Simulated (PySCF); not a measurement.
# Correlation energy of Sr (strontium, neutral)

[Kr] 5s2, closed-shell 1S. Calculation: PySCF 2.14, in def2-QZVPPD with the def2 core potential (28 electrons); scalar relativity through the core potential. Frozen: 4s2 4p6; 2 electrons correlated.

With two correlated electrons CCSD is exact within the correlated space (frozen core and kept virtual orbitals).

| level | correlation energy (mhartree) |
| --- | --- |
| CCSD | -25.95 |

Diagnostics: T1 = 0.017, D1 = 0.0243, largest double amplitude 0.110.

Cost of the coupled-cluster step: of the order of 2 core-seconds, for 2 correlated electrons.
